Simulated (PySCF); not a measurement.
**Mayer bond orders and bond lengths**

Species: C6H9NO2S.
SMILES with atom numbers: `[CH2:1]=[N:2][C:3]1=[CH:4][CH2:5][CH2:6][S:7](=[O:8])(=[O:9])[CH2:10]1` (hydrogens: H11, H12 on C1; H13 on C4; H14, H15 on C5; H16, H17 on C6; H18, H19 on C10)

Structure used (GFN2-xTB), in Å, numbered top down from 1:
```xyz
19
C6H9NO2S angstrom
C      3.1334   -0.2071   -0.6309
N      2.2883   -0.3371    0.2870
C      0.9256   -0.1210    0.1205
C      0.2372   -0.6774   -0.8788
C     -1.2463   -0.6359   -1.0774
C     -2.0037   -0.4625    0.2222
S     -1.3925    1.0848    0.9428
O     -1.4607    2.1187   -0.0521
O     -2.0327    1.3340    2.2055
C      0.3455    0.6663    1.2542
H      2.9018    0.1417   -1.6404
H      4.1641   -0.4424   -0.4094
H      0.7908   -1.2311   -1.6255
H     -1.5714   -1.5436   -1.5925
H     -1.4865    0.2183   -1.7199
H     -1.7926   -1.2442    0.9461
H     -3.0754   -0.3701    0.0706
H      0.3867    0.1107    2.1893
H      0.8787    1.6073    1.3810
```

Bond orders from the PBE0/pcSseg-1 density (PySCF). Geometry: GFN2-xTB, one conformer, isolated molecule.

Question: How far do the computed orders between heavy atoms stray from the drawn ones?

Answer: The largest departure is 0.288, at S7–O8 (drawn double, 1.712). Drawn single, order below 0.88: C6–S7 (0.865) and S7–C10 (0.861).

Question: Give the Mayer order of every bond, beside its length.

Answer: 
| bond | drawn as | length (Å) | Mayer order |
| --- | --- | --- | --- |
| C1–N2 | double | 1.254 | 1.924 |
| N2–C3 | single | 1.390 | 1.055 |
| C3–C4 | double | 1.335 | 1.784 |
| C4–C5 | single | 1.497 | 1.047 |
| C5–C6 | single | 1.514 | 1.023 |
| C6–S7 | single | 1.813 | 0.865 |
| S7–O8 | double | 1.436 | 1.712 |
| S7–O9 | double | 1.438 | 1.735 |
| S7–C10 | single | 1.815 | 0.861 |
| C10–C3 | single | 1.497 | 1.012 |
| C1–H11 | single | 1.093 | 0.931 |
| C1–H12 | single | 1.080 | 0.950 |
| C4–H13 | single | 1.082 | 0.938 |
| C5–H14 | single | 1.093 | 0.930 |
| C5–H15 | single | 1.096 | 0.909 |
| C6–H16 | single | 1.086 | 0.926 |
| C6–H17 | single | 1.086 | 0.927 |
| C10–H18 | single | 1.088 | 0.908 |
| C10–H19 | single | 1.089 | 0.902 |

By pair of heavy elements: C–N: lowest N2–C3 (1.055, 1.390 Å), highest C1–N2 (1.924, 1.254 Å). C–C: lowest C10–C3 (1.012, 1.497 Å), highest C3–C4 (1.784, 1.335 Å). C–S: all 2 within 0.02 of one another (0.861 to 0.865). O–S: lowest S7–O8 (1.712, 1.436 Å), highest S7–O9 (1.735, 1.438 Å).

Question: Sum the orders of all bonds at each heavy atom with more than one neighbour and set the sums beside the valence in the SMILES.

Answer: C1 3.805 (drawn 4), N2 2.979 (drawn 3), C3 3.851 (drawn 4), C4 3.769 (drawn 4), C5 3.909 (drawn 4), C6 3.741 (drawn 4), S7 5.173 (drawn 6), C10 3.683 (drawn 4). Orders between atoms that aren't bonded are not in these sums.

For a closed shell the Mayer order of atoms A and B is Σ (PS)μν (PS)νμ over the basis functions μ on A and ν on B, with P the density and S the overlap matrix.
